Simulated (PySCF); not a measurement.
The first ionisation energy along the 5p block

Calculated with PySCF 2.14 from differences of total energies of unrestricted determinants, without spin-orbit coupling. Values in eV. The last column holds reference values (NIST; (s) semi-empirical, (t) theoretical, else measured). Unmarked ones compare directly (S terms, centres of terms, or small fine structure); those marked * lie between the lowest fine-structure levels and include a spin-orbit shift.

| element | configurations | UHF | LDA | PBE | PBE0 | r2SCAN | MP2 (valence) | reference |
| --- | --- | --- | --- | --- | --- | --- | --- | --- |
| In (aug-cc-pVQZ-PP with one added diffuse shell each of s, p, d, f, g type with ECP28MDF, ECP) | [Kr] 4d10 5s2 5p1 → [Kr] 4d10 5s2 | 5.218 | 5.716 | 5.590 | 5.621 | 5.718 | 5.426 | 5.603 |
| Sn (aug-cc-pVQZ-PP with one added diffuse shell each of s, p, d, f, g type with ECP28MDF, ECP) | [Kr] 4d10 5s2 5p2 → [Kr] 4d10 5s2 5p1 | 6.849 | 7.414 | 7.262 | 7.307 | 7.407 | 7.183 | 7.389 |
| Sb (aug-cc-pVQZ-PP with one added diffuse shell each of s, p, d, f, g type with ECP28MDF, ECP) | [Kr] 4d10 5s2 5p3 → [Kr] 4d10 5s2 5p2 | 8.576 | 9.121 | 8.964 | 9.040 | 9.167 | 9.027 | 9.124 |
| Te (aug-cc-pVQZ-PP with one added diffuse shell each of s, p, d, f, g type with ECP28MDF, ECP) | [Kr] 4d10 5s2 5p4 → [Kr] 4d10 5s2 5p3 | 7.733 | 9.001 | 8.732 | 8.730 | 8.748 | 8.459 | 8.749 |
| I (aug-cc-pVQZ-PP with one added diffuse shell each of s, p, d, f, g type with ECP28MDF, ECP) | [Kr] 4d10 5s2 5p5 → [Kr] 4d10 5s2 5p4 | 9.537 | 10.789 | 10.501 | 10.524 | 10.530 | 10.390 | 10.519 |
| Xe (aug-cc-pVQZ-PP with one added diffuse shell each of s, p, d, f, g type with ECP28MDF, ECP) | [Xe] → [Kr] 4d10 5s2 5p5 | 11.449 | 12.610 | 12.324 | 12.386 | 12.420 | 12.411 | 12.565 |

| method | elements | mean error (eV) | mean absolute error (eV) | largest error (eV) |
| --- | --- | --- | --- | --- |
| UHF | 6 | -0.765 | 0.765 | -1.117 |
| LDA | 6 | 0.117 | 0.118 | 0.270 |
| PBE | 6 | -0.096 | 0.096 | -0.241 |
| PBE0 | 6 | -0.057 | 0.065 | -0.179 |
| r2SCAN | 6 | 0.007 | 0.055 | -0.145 |
| MP2 (valence) | 6 | -0.176 | 0.176 | -0.290 |

Errors include the incompleteness of the basis and the frozen core.

"Valence" correlates the outer s and p shells and, in groups 3 to 12 and the f block, the outer d or f shell, open or full, or the next shell where the ion has no valence electron left; the wider scheme adds the next inner shell.
